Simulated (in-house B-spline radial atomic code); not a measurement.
How numerical settings move a run on the xenon ion Xe³⁺, [Kr] 4d10 5s2 5p3. Computed with an all-electron radial atomic-structure program (B-spline basis): non-relativistic LDA PW92, spin-polarised, spherical fractional occupations, point nucleus.

Command:
```bash
python run_scf.py task.json out
```
Settings of the sound reference run:
```
Z                54
electrons        51
configuration    [Kr] 4d10 5s2 5p3
hamiltonian      nr
method           lda,pw
spin_polarised   True
knot_spacing     0.22
spline_order     8
gauss_points     12
box_radius       16.22
max_iterations   70
damping          0.5
damped_steps     3
diis_vectors     10
tolerance        1e-08
start            Thomas-Fermi
```

Run time, properties included: 0.4 s on 1 thread of Intel(R) Xeon(R) Platinum 8488C, with other jobs on the host.

It converges in 9 iterations to -7226.457083 hartree, with 5p up at -37.9269 eV. The other runs change the listed settings, some to values that make no sense; their results aren't properties of the atom or ion. Radii are in bohr (the nuclear one in fm), a minus after a letter asks for a j subshell, and «unchanged» means within 1e-8 hartree. The run stops when the residual is below 10 × tolerance × max(1, Z/10), or a noise floor if that is larger, and the energy moves by less than 1e-8 × √|E| hartree; so very loose and very tight tolerances often act alike.

| changed settings | outcome |
| --- | --- |
| damped_steps = 8 | converged in 12 iterations, energy unchanged, 5p up level +9.3e-06 eV |
| damped_steps = 0 | converged in 8 iterations, energy unchanged, 5p up level +9.8e-06 eV |
| gauss_points = 5 | converged in 9 iterations, energy -1.74e-08 hartree from the reference |
| first_knot = 0.0556 | converged in 9 iterations, energy +6.13e-03 hartree from the reference, 5p up level -2.9e-06 eV |
| first_knot = 1.85e-05 | converged in 8 iterations, energy -6.68e-08 hartree from the reference, 5p up level +4.6e-05 eV |
| knot_spacing = 0.55, box_radius = 0.65, max_iterations = 3, diis_vectors = 2 | not converged after 3 iterations, last residual 1.7e-01, last energy +1.15e+03 hartree from the reference |
| first_knot = 0.00556 | converged in 9 iterations, energy -6.39e-08 hartree from the reference |
| first_knot = 0.000185 | converged in 9 iterations, energy +1.14e-07 hartree from the reference |
| first_knot = 1.85e-06 | converged in 8 iterations, energy +1.10e-07 hartree from the reference, 5p up level +4.6e-05 eV |
| first_knot = 0.0185 | converged in 9 iterations, energy +1.04e-07 hartree from the reference |
| damped_steps = 30 | converged in 19 iterations, energy unchanged, 5p up level +8.0e-06 eV |
| spline_order = 7, box_radius = 64.88, max_iterations = 50, damping = 0.8, start = bare nucleus | converged in 11 iterations, energy +6.03e-07 hartree from the reference, 5p up level +8.7e-06 eV |
| gauss_points = 4 | converged in 9 iterations, energy -1.23e-07 hartree from the reference, 5p up level +4.8e-07 eV |
| box_radius = 4.87, max_iterations = 75, damped_steps = 1, tolerance = 0.0001 | converged in 7 iterations, energy +1.04e-02 hartree from the reference, 5p up level +2.4e-01 eV (the program warns: 5p up reaches the box edge; 5s up reaches the box edge) |
| damped_steps = 1 | converged in 9 iterations, energy unchanged, 5p up level +7.2e-06 eV |

Q: What happens with knot_spacing = 0.1, box_radius = 1.62, max_iterations = 100, damped_steps = 30?

A: Converged in 15 iterations, energy +2.89e+01 hartree from the reference, 5p up level +1.7e+02 eV (the program warns: 5p up has a positive eigenvalue: unbound, held by the box; 5s up has a positive eigenvalue: unbound, held by the box).

Q: What happens with gauss_points = 3?

A: Converged in 9 iterations, energy -1.21e+06 hartree from the reference, 5p up level +4.0e+00 eV.

Q: What happens with box_radius = 64.88, max_iterations = 60, damping = 0, damped_steps = 30, start = bare nucleus?

A: Converged in 35 iterations, energy unchanged, 5p up level +1.4e-06 eV.

Q: What happens with electrons = 52, configuration = [Kr] 4d10 5s2 5p3 1f1, max_iterations = 60?

A: Stopped with error: there is no 1f shell.
